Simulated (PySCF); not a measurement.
# One molecule, several mistakes: BClH3OSi cation

These are calculations, not measurements. The program is PySCF 2.14.0, an open-source quantum chemistry code, run on an isolated molecule that a program drew, which may never have been made. The molecule is BClH3OSi cation (charge +1, singlet), drawn as the SMILES string `OB[SiH+]Cl`.

Each row is a Hartree-Fock (HF) and frozen-core CCSD(T) single point in the cc-pV(D+d)Z basis, meant for a local HF minimum. Run 1 is clean. Each other run has one planted mistake out of seven kinds, and not every kind appears here: one electron removed, one electron added, multiplicity raised by two, geometry at a saddle point, minimal basis STO-3G, one bond length entered in bohr, all coordinates scaled. The reference is restricted for singlets and unrestricted otherwise, and also for a bond in bohr. Adding or removing an electron swaps singlet and doublet. Electrons count all cores. HOMO and LUMO are orbital energies over both spins, the gradient is its largest component, and the lowest frequency (negative if imaginary) is given only where the gradient is small. Bond lengths are over the 6 bonds as drawn. T1 is the CCSD diagnostic: over 0.02 (restricted) or 0.045 (unrestricted) a single reference is doubtful.

Geometry of the clean run:
```xyz
7
BClH3OSi cation, angstrom
O    -0.4959    1.1579   -0.4906
B    -0.9681   -0.0635   -0.4958
Si   -0.6116   -1.3797    1.1156
Cl    0.4483   -0.8150    2.6893
H     0.0200    1.5018    0.2265
H    -1.6163   -0.5164   -1.3820
H    -1.0857   -2.7615    1.2228
```

| run | electrons | basis functions | <S^2> | HOMO (eV) | LUMO (eV) | gradient (hartree/bohr) | lowest frequency (cm^-1) | mean bond (Å) | longest bond (Å) | T1 | HF (hartree) | CCSD(T) (hartree) | mistake |
|---|---|---|---|---|---|---|---|---|---|---|---|---|---|
| 1 | 46 | 89 | 0.000 | -16.95 | -6.03 | 1.5e-05 | 73 | 1.5001 | 2.111 | 0.0179 | -849.53031 | -850.06679 | no fault |
| 2 | 46 | 89 | 2.014 | -14.12 | -8.33 | 5.3e-02 | - | 1.5001 | 2.111 | 0.0259 | -849.42649 | -849.96100 | multiplicity raised by two |
| 3 | 46 | 89 | 1.016 | -15.35 | -6.54 | 9.8e-03 | - | 1.7936 | 3.741 | 0.0179 | -849.40448 | -849.90688 | ? |
| 4 | 46 | 31 | 0.000 | -15.62 | -3.52 | 4.1e-02 | - | 1.5001 | 2.111 | 0.0225 | -840.00258 | -840.16947 | ? |

**Which mistake was planted in run 3, and what did it cost?**

The mean bond changes by a factor of 1.196 and the longest by 1.772, so the molecule wasn't scaled as a whole. A length L in bohr read as angstrom grows by (1/0.5292 - 1) L = 0.890 L. The 6 bonds together grew by 6 x 0.2935 = 1.761 Å, which gives L = 1.979 Å. That is bond Si3-Cl4, 1.980 Å in the clean geometry. So the mistake is: one bond length entered in bohr. Subtracting run 1 and multiplying by 627.51 kcal/mol a hartree, the energy moved by 79.0 kcal/mol in HF and 100.3 kcal/mol in CCSD(T).

**Which mistake was planted in run 4, and what did it cost?**

It has 31 basis functions where the clean run has 89, with the same electrons and geometry. So the mistake is: minimal basis STO-3G. Subtracting run 1 and multiplying by 627.51 kcal/mol a hartree, the energy moved by 5978.7 kcal/mol in HF and 6210.7 kcal/mol in CCSD(T).

Cautions from the logs. Run 4: T1 is over the limit, so its CCSD(T) energy is less reliable.
